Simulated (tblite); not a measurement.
Compound: CH₈OSi₄.
Bonds: O1–C2 (double), C2–Si3, Si3–Si4, Si4–Si5, Si5–Si6, Si3–Si6. Hydrogens: H7 on C2; H8 on Si3; H9, H10 on Si4; H11, H12 on Si5; H13, H14 on Si6.

Computed with GFN2-xTB (tblite), gas phase: L-BFGS steps from a force-field or distance-geometry start until the largest atomic force falls under 0.01 eV/Å.

The end geometry, which sets the zero of energy:
```
atom  x, y, z in Å
O1      1.7690   -0.5489    1.6851
C2      2.0198   -1.0125    0.5905
Si3     0.8487   -0.6833   -0.8601
Si4     0.3598    1.6218   -0.6258
Si5    -1.6398    1.0525    0.4963
Si6    -1.2801   -1.2341    0.0231
H7      2.9359   -1.6265    0.4674
H8      1.4911   -1.3343   -2.0146
H9      1.3650    2.4251    0.0769
H10     0.1941    2.3271   -1.9077
H11    -1.7026    1.4039    1.9184
H12    -2.8752    1.6439   -0.0423
H13    -1.2977   -2.1928    1.1329
H14    -2.1888   -1.8423   -0.9623
```

**Question.** These geometries come from the run, each turned onto the end geometry. Order them by energy, lowest first.
A.
```
atom  x, y, z in Å
O1      1.4286   -0.5778    1.8761
C2      1.8962   -0.9158    0.8063
Si3     0.9106   -0.7198   -0.8035
Si4     0.3020    1.5666   -0.8022
Si5    -1.4333    0.9930    0.7092
Si6    -1.3015   -1.2170   -0.1344
H7      2.9258   -1.3316    0.7945
H8      1.7535   -1.4016   -1.7996
H9      1.2759    2.6303   -0.5320
H10    -0.1967    1.9001   -2.1504
H11    -1.1107    1.1670    2.1274
H12    -2.7110    1.7119    0.5885
H13    -1.6270   -2.4096    0.6528
H14    -2.1132   -1.3961   -1.3549
```
B.
```
atom  x, y, z in Å
O1      1.3374   -0.4214    1.6955
C2      1.8199   -0.8976    0.6832
Si3     0.8728   -0.7153   -0.9470
Si4     0.3697    1.5915   -0.7355
Si5    -1.4636    0.9923    0.6218
Si6    -1.2672   -1.2578   -0.0812
H7      2.8021   -1.4060    0.7570
H8      1.6784   -1.4185   -1.9615
H9      1.4468    2.4391   -0.2159
H10     0.0060    2.2526   -1.9992
H11    -1.3225    1.2218    2.0583
H12    -2.7326    1.6592    0.2877
H13    -1.2984   -2.3444    0.9054
H14    -2.2494   -1.6960   -1.0906
```
C.
```
atom  x, y, z in Å
O1      1.4580   -0.5946    1.9427
C2      1.9154   -0.9233    0.8639
Si3     0.9309   -0.7264   -0.7553
Si4     0.2757    1.5755   -0.7916
Si5    -1.4454    0.9951    0.7051
Si6    -1.3256   -1.1823   -0.1438
H7      2.9589   -1.3022    0.8752
H8      1.6716   -1.3569   -1.9102
H9      1.2782    2.6454   -0.5426
H10    -0.2609    1.7405   -2.1790
H11    -0.9659    1.0699    2.1000
H12    -2.7706    1.6830    0.5781
H13    -1.6469   -2.3923    0.6682
H14    -2.0743   -1.2318   -1.4328
```
D.
```
atom  x, y, z in Å
O1      1.5079   -0.4546    1.6907
C2      1.8974   -0.9411    0.6457
Si3     0.8564   -0.7022   -0.9153
Si4     0.3624    1.6042   -0.7065
Si5    -1.5508    1.0125    0.5562
Si6    -1.2790   -1.2561   -0.0406
H7      2.8541   -1.5016    0.6414
H8      1.5993   -1.3813   -1.9902
H9      1.3889    2.4238   -0.0573
H10     0.1359    2.2951   -1.9878
H11    -1.4249    1.3033    1.9880
H12    -2.8309    1.6477    0.1913
H13    -1.3005   -2.2753    1.0120
H14    -2.2171   -1.7749   -1.0498
```
E.
```
atom  x, y, z in Å
O1      1.3839   -0.5063    1.7894
C2      1.8486   -0.9044    0.7388
Si3     0.8904   -0.7271   -0.8791
Si4     0.3226    1.5805   -0.7652
Si5    -1.4575    0.9946    0.6701
Si6    -1.2944   -1.2409   -0.0977
H7      2.8534   -1.3693    0.7365
H8      1.7702   -1.4383   -1.8231
H9      1.3570    2.5477   -0.3785
H10    -0.1380    2.0986   -2.0609
H11    -1.1765    1.1803    2.0903
H12    -2.7105    1.7063    0.4012
H13    -1.4583   -2.3952    0.7887
H14    -2.1916   -1.5268   -1.2329
```

**Answer.** D (0.006 eV), B (0.015 eV), E (0.046 eV), A (0.081 eV), C (0.229 eV).

In the order of the answer:

| step | E above end (eV) | largest force (eV/Å) | rms force component (eV/Å) | rms distance from end (Å) | rms bond change (Å) | bond most changed (Å) |
| --- | --- | --- | --- | --- | --- | --- |
| 72 | 0.006 | 0.07 | 0.023 | 0.171 | 0.002 | Si4–Si5 +0.005 |
| 41 | 0.015 | 0.08 | 0.024 | 0.284 | 0.002 | Si5–H11 -0.005 |
| 29 | 0.046 | 0.27 | 0.067 | 0.374 | 0.005 | Si3–Si4 +0.011 |
| 21 | 0.081 | 0.11 | 0.039 | 0.474 | 0.004 | Si4–Si5 +0.009 |
| 7 | 0.229 | 0.61 | 0.225 | 0.527 | 0.020 | Si3–H8 +0.037 |

What follows is the cost of the whole relaxation. The run took 0.69 s on one thread, Arm Neoverse V2 (aarch64), no GPU (shared host).
